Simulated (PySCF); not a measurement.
A species of formula C2H8OSi has this rotational fingerprint, computed with PBE0-D3(BJ)/def2-SVP geometry optimisation, gas phase (PySCF 2.14.0):

* Rotational constants: A = 25105, B = 2560, C = 2462 MHz
* Dipole components: |μa| = 0.48 D, |μb| = 0.93 D, |μc| = 0.00 D
* Inertial defect: -12.31 u·Å²
* κ: -0.99

Task: Which structure is it? (One computed conformer of each.)
A. `[CH3:1][O:2][SiH2:3][CH3:4]` with C1–O2–Si3–C4 180°
B. `[CH3:1][CH2:2][SiH2:3][OH:4]` with C1–C2–Si3–O4 177°, C2–Si3–O4–H 60°
C. `[CH3:1][CH2:2][O:3][SiH3:4]` with C1–C2–O3–Si4 180°
D. `[CH3:1][SiH:2]([CH3:3])[OH:4]` with C1–Si2–O4–H 64°

Result: C. It is CCO[SiH3], a near-prolate asymmetric top, point group Cs. The candidates at the same level (rigid rotor, commonest isotopes):

```tsv
SMILES	A (MHz)	B (MHz)	C (MHz)	μa (D)	μb (D)	μc (D)	Δ (u·Å²)	point group	rotor
CO[SiH2]C	16992	3054	2763	0.12	0.30	0.00	-12.33	Cs	near-prolate asymmetric top
C[SiH](C)O	6018	5432	3352	1.12	0.08	0.18	-26.27	–	asymmetric top
CCO[SiH3]	25105	2560	2462	0.48	0.93	0.00	-12.31	Cs	near-prolate asymmetric top
CC[SiH2]O	16813	2817	2576	0.90	1.18	1.11	-13.26	–	near-prolate asymmetric top
```

`CO[SiH2]C` has A 32 % too low; `C[SiH](C)O` has B 112 % too high; `CC[SiH2]O` has A 33 % too low. In the right answer the mirror of this Cs structure is the ab plane, so μc vanishes by symmetry. No structure here is proved a minimum.
